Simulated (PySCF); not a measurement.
Numbering as in the mapped SMILES `[CH3:1][C:2]([CH3:3])([CH3:4])[C:5]([CH3:6])([F:7])[F:8]`. Hydrogens are named by the atom that carries them.

GIAO PBE0/pcSseg-1 shifts (PySCF, gas phase, non-relativistic, equivalent atoms averaged), each against references optimised in the same way as the molecule (TMS, CFCl3).

On the GFN2-xTB geometry: C5 132.7, C2 41.1, C1/C3/C4 25.7, C6 21.4, F7/F8 -130.3, H(C6) 1.61, H(C1)/H(C3)/H(C4) 1.09 ppm.

**Question.** What changes on the PBE0-D3(BJ)/def2-SVP geometry?

**Answer.** 
| atoms | δ (ppm) | change |
| --- | --- | --- |
| C5 | 127.9 | -4.8 |
| C2 | 38.4 | -2.7 |
| C1/C3/C4 | 25.4 | -0.3 |
| C6 | 19.9 | -1.5 |
| F7/F8 | -125.6 | +4.7 |
| H(C6) | 1.48 | -0.13 |
| H(C1)/H(C3)/H(C4) | 1.00 | -0.09 |

Unscaled 19F shifts against computed CFCl3 carry errors that often reach 10 to 50 ppm.

Bonds between heavy atoms that differ most (equivalent bonds averaged): C5–C6 1.519 → 1.508 Å, C5–F7 1.372 → 1.367 Å, C2–C5 1.546 → 1.541 Å. Mean change of bonds to hydrogen: C–H +0.012 Å.
